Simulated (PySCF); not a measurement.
C3HCl2F, SMILES FC=C=C(Cl)Cl.

Coordinates come from a PBE0-D3(BJ)/def2-SVP optimisation.

Two levels are set side by side: TDA-PBE/def2-SVPD (PySCF) and TDA-B3LYP/def2-SVPD (PySCF). Vertical, same geometry. The lowest singlet is HOMO→LUMO+1 96 % with PBE and HOMO→LUMO+1 90 % with the other functional; states are paired by order. Differences are taken from unrounded values.

| quantity | TDA-B3LYP |
|---|---|
| lowest singlet excitation (eV) | 4.93 |
| lowest triplet excitation (TDA) (eV) | 3.90 |
| first bright state (f over 0.05) (eV) | 6.71 |
| its oscillator strength | 0.16 |

What does TDA-PBE give, and how far is it from TDA-B3LYP? (The exact figures need the calculation; the answer reports its results.)


```
quantity                               TDA-PBE  TDA-PBE minus TDA-B3LYP
-------------------------------------  -------  -----------------------
lowest singlet excitation (eV)            4.70                    -0.23
lowest triplet excitation (TDA) (eV)      3.86                    -0.04
first bright state (f over 0.05) (eV)     6.08                    -0.63
its oscillator strength                   0.10                    -0.06
```

A lower first singlet is the usual sign of a functional without exact exchange. Differences between two approximate levels are no errors against the true value.

Rough cost on one machine, each run with all the roots and properties that it gave: TDA-B3LYP against TDA-PBE about 2 times.
